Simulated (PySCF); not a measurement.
Electron correlation in Co (cobalt, neutral)

[Ar] 3d7 4s2, high-spin 4F determinant. Calculation: PySCF 2.14, in x2c-SVPall (5s3p3d1f, 36 functions); scalar relativity by spin-free X2C-1e. Frozen: [Ar]; 9 electrons correlated.

MP2 pair energies summed by pair of shells (mhartree):

```
 pair   energy  share (%)
3d-3d  -114.20       76.6
4s-4s   -19.93       13.4
3d-4s   -15.00       10.1
```

Total MP2 correlation energy: -149.13 mhartree.

Same-spin part -56.33 and opposite-spin part -92.80 mhartree; SCS-MP2 scales them by 1/3 and 6/5 to -130.13 mhartree.
